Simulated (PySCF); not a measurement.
Computed spin Hamiltonian

Species: C6H10O2 (charge +1 and doublet state).
Z-matrix (Å and degrees, GFN2-xTB geometry), rows numbered from 1:
```
C 
C   1  1.3484
C   2  1.4564  1  126.31
C   3  1.5143  2  120.46  1   -24.39
C   4  1.5263  3  111.48  2   161.02
C   5  1.5150  4  111.54  3   -54.19
O   6  1.2211  5  122.47  4    29.92
O   6  1.2956  5  113.63  4  -151.12
H   1  1.0773  2  120.89  3   174.99
H   1  1.0783  2  123.08  3    -5.27
H   2  1.0836  1  118.43  3   178.13
H   3  1.1556  2  104.93  1    89.16
H   3  1.0934  2  112.29  1  -160.44
H   4  1.0915  3  111.16  2    38.22
H   4  1.0955  3  109.13  2   -79.39
H   5  1.0901  4  111.96  3  -176.32
H   5  1.0949  4  110.95  3    63.70
H   8  0.9758  6  114.40  5  -177.53
```

The hyperfine couplings belong to this conformer and change with its torsions.

As a line formula: `C(O)(CCC[CH][CH2+])=O` [radical] (charge +1).

Computed with UKS B3LYP, pcH-1 on C H O, non-relativistic, mean-field spin-orbit, GIAO in PySCF. One conformer (not necessarily the lowest) at the GFN2-xTB geometry, without solvent, vibrations or thermal averaging. The geometry wasn't refined by DFT: couplings that depend on bond lengths, twists or pyramidal angles can differ widely from those at the functional's own minimum, by a factor of two or more for some ions and for spin on atoms past the first row. Stability of the SCF solution: not tested.

| Property | Result |
| --- | --- |
| g1, g2, g3 | 2.00225, 2.00321, 2.00410 |
| g_iso | 2.00318 |
| Form of g | rhombic: the two nearest values differ by 48 % of g3 − g1 |
| ⟨S²⟩ | 0.7598 (exact 0.7500) |
| Basis functions | 300 |

Isotropic coupling and dipolar principal values T1 to T3, in 10⁻⁴ cm⁻¹; ρ(0) is the spin density at the nucleus (1 × 10⁻⁴ cm⁻¹ = 2.998 MHz):

```
atom  isotope  a_iso     T1     T2    T3  Mulliken spin population  ρ(0) (bohr⁻³)
  C1      13C   10.8  -12.9  -12.7  25.5                      0.49         0.0288
  C2      13C   -4.0   -3.9   -1.7   5.6                      0.05        -0.0108
  C3      13C    0.8   -7.1   -6.7  13.8                      0.15         0.0020
  C4      13C   -1.6   -1.0   -0.7   1.7                      0.01        -0.0044
  C5      13C   -0.4   -0.8   -0.4   1.3                      0.01        -0.0010
  C6      13C   -1.2   -1.2   -0.1   1.3                     -0.02        -0.0032
  O7      17O  -14.7  -24.3   11.3  13.0                      0.22         0.0728
  O8      17O   -1.0   -3.0    1.2   1.8                      0.02         0.0049
  H9       1H   -8.7   -6.1   -1.0   7.1                     -0.02        -0.0058
 H10       1H   -8.9   -5.6   -1.1   6.7                     -0.02        -0.0060
 H11       1H    0.6   -1.7   -1.2   2.8                      0.00         0.0004
 H12       1H   90.5   -6.4   -5.9  12.4                      0.08         0.0607
 H13       1H    9.5   -3.2   -1.0   4.2                      0.01         0.0064
 H14       1H    2.2   -1.0   -0.1   1.1                      0.00         0.0015
 H15       1H   21.0   -0.8   -0.3   1.1                      0.03         0.0141
 H16       1H    1.1   -0.5   -0.3   0.8                      0.00         0.0007
 H17       1H   -0.1   -0.5   -0.3   0.8                      0.00         0.0000
 H18       1H   -0.7   -1.1   -0.2   1.2                      0.00        -0.0005
```

The Mulliken spin populations are largest on C1 (+0.49), O7 (+0.22), C3 (+0.15) and H12 (+0.08).

C2, the radical centre as drawn in `[CH2+][CH]CCCC(=O)O`, holds a spin population of +0.05 out of 1.

Axes: g1 points within 6° of the C3–H12 bond and g3 points within 5° of the C1–C2 bond.

Under fast tumbling the dipolar parts average out, and these isotropic splittings remain (the largest six): 2 × 1H (H12/H13, I = 1/2, 3 lines) with 5.35 mT, 2 × 1H (H14/H15, I = 1/2, 3 lines) with 1.24 mT, 1 × 1H (H10, I = 1/2, 2 lines) with 0.95 mT, 1 × 1H (H9, I = 1/2, 2 lines) with 0.93 mT, 1 × 1H (H18, I = 1/2, 2 lines) with 0.07 mT and 1 × 1H (H11, I = 1/2, 2 lines) with 0.06 mT.

Class means assume fast exchange of nuclei equivalent by connectivity; if that motion is slow, each nucleus keeps its own coupling. H9 and H10 aren't averaged: C1 is flat or nearly so (angle sum 360°), and its turn about the short C1–C2 bond (1.35 Å) is taken as slow. The 1H value of +149.9 MHz is a mean of couplings from 28.5 to 271.3 MHz in this one geometry, not an average over conformers. The 1H value of +34.8 MHz is a mean of couplings from 6.5 to 63.0 MHz in this one geometry, not an average over conformers.

The 13C coupling of C1 (32.4 MHz) shows only in satellite lines or after enrichment, since that isotope makes up about 1.07 % of natural carbon.

The 17O coupling of O7 (-44.1 MHz) shows only in satellite lines or after enrichment, since that isotope makes up about 0.038 % of natural oxygen.

The spin density at the nucleus, in bohr⁻³, is negative for C2 (-0.0108), H10 (-0.0060) and H9 (-0.0058), for instance. A restricted open-shell determinant has no negative spin density anywhere; here it arises because α and β orbitals differ (spin polarisation).
